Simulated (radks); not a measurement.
The numbers below are computed, except where a source is named.
Isoelectronic series with 5 electrons, all held in the configuration [He] 2s2 2p1, which need not be the ground one along the series. Level of theory: scalar-relativistic Kohn-Sham, r2SCAN, spin-polarised, spherical densities, finite nucleus; open shells are filled with parallel spins first (spin-orbit coupling, left out, can overturn this in heavy ions); meta-GGA in the generalised Kohn-Sham scheme; Fermi nuclear charge, rms radius of each element as measured or else 0.836 A^(1/3) + 0.57 fm (a radial shooting solver on a logarithmic mesh with Libxc functionals). Total energies (hartree) and orbital eigenvalues (eV) (* marks an orbital that is empty in some or all of the ions):

| ion | E (hartree) | 2p down* | 2p up | 2s down |
|---|---|---|---|---|
| Eu58+ | -5623.6787 | -12369.28 | -12422.59 | -13108.97 |
| Gd59+ | -5817.7153 | -12800.87 | -12855.09 | -13583.84 |
| Tb60+ | -6015.7372 | -13240.48 | -13295.61 | -14069.18 |
| Dy61+ | -6217.6689 | -13688.14 | -13744.18 | -14564.93 |
| Ho62+ | -6423.7061 | -14143.89 | -14200.84 | -15071.49 |
| Er63+ | -6633.8166 | -14607.79 | -14665.65 | -15588.89 |
| Tm64+ | -6848.1167 | -15079.86 | -15138.64 | -16117.41 |
| Yb65+ | -7066.5782 | -15560.17 | -15619.86 | -16657.09 |
| Lu66+ | -7289.3239 | -16048.76 | -16109.36 | -17208.21 |
| Hf67+ | -7516.4567 | -16545.66 | -16607.18 | -17771.05 |
| Ta68+ | -7747.9809 | -17050.93 | -17113.37 | -18345.72 |
| W69+ | -7983.9716 | -17564.63 | -17627.98 | -18932.43 |
| Re70+ | -8224.5164 | -18086.79 | -18151.05 | -19531.44 |
| Os71+ | -8469.6454 | -18617.47 | -18682.65 | -20142.92 |
| Ir72+ | -8719.5179 | -19156.73 | -19222.82 | -20767.24 |
